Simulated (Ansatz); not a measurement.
Frontier orbitals of FH2MoNOS (`[NH2][Mo](=[O])([F])=[S]`).

Z-matrix (Å, degrees):
```
Mo
O 1 1.667
F 1 1.849 2 110.3
N 1 1.906 2 107.4 3 120.2
S 1 2.109 2 110.7 3 -122.2
H 4 1.010 1 122.0 2 -19.2
H 4 1.010 1 124.5 2 145.8
```

Charge 0, multiplicity 1. Correlated methods include outer-core shells of Mo, which these sets cover unevenly. Mo: def2 effective core potential. The geometry is a stationary point of PBE0-D4/def2-TZVP. It is one conformer, not always the lowest. Basis def2-TZVPP, Ansatz 0.2.0.

Orbital energies of one run (eV). Highest occupied ones, from the top: -6.90, -7.39, -8.03, -8.76, -9.44, -10.04, -10.23, -11.17, -11.39, -11.95, -12.20, -13.89, -17.54, -23.06. Empty: -3.62, -3.29, -1.91, -1.87, -1.02, -0.21.

**Question.** Which functional gave them?
A. LC-ωPBE
B. r2SCAN
C. BLYP
D. ωB97M-V

**Answer.** B. HOMO energies: r2SCAN -6.90, ωB97M-V -9.96, BLYP -6.44, LC-ωPBE -10.44 eV.

LC-ωPBE has ω = 0.4 bohr⁻¹.
